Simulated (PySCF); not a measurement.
Computed shifts of a molecule CH3Cl2NSi2, PySCF with PBE0/pcSseg-1, GIAO, gas phase, atoms alike by connectivity averaged where their shifts nearly agree, in ppm (number of nuclei): ²⁹Si: 30.4 (1), -2.5 (1). ¹⁵N: 578.9 (1). ¹³C: 220.0 (1). ¹H: 10.78 (1), 5.77 (2). References: ³⁵Cl against HCl (σ = 945.9 ppm); ²⁹Si against TMS (σ = 352.7 ppm); ¹⁵N against NH3 (σ = 267.4 ppm); ¹³C against TMS (σ = 186.3 ppm); ¹H against TMS (σ = 31.56 ppm), references at their B3LYP-D3(BJ)/def2-TZVP geometries, non-relativistic (without spin–orbit terms, shifts of atoms bonded to Cl or Br come out too high). Geometry: PBE0-D3(BJ)/def2-SVP. Other conformers were not sampled.

Q: Pick the molecule that these values belong to.
(A) Cl[Si]1(Cl)N=C[SiH2]1
(B) Cl[Si]1(Cl)C=N[SiH2]1
(C) Cl[Si@H]1C=N[Si@@H]1Cl

A: A, Cl[Si]1(Cl)N=C[SiH2]1
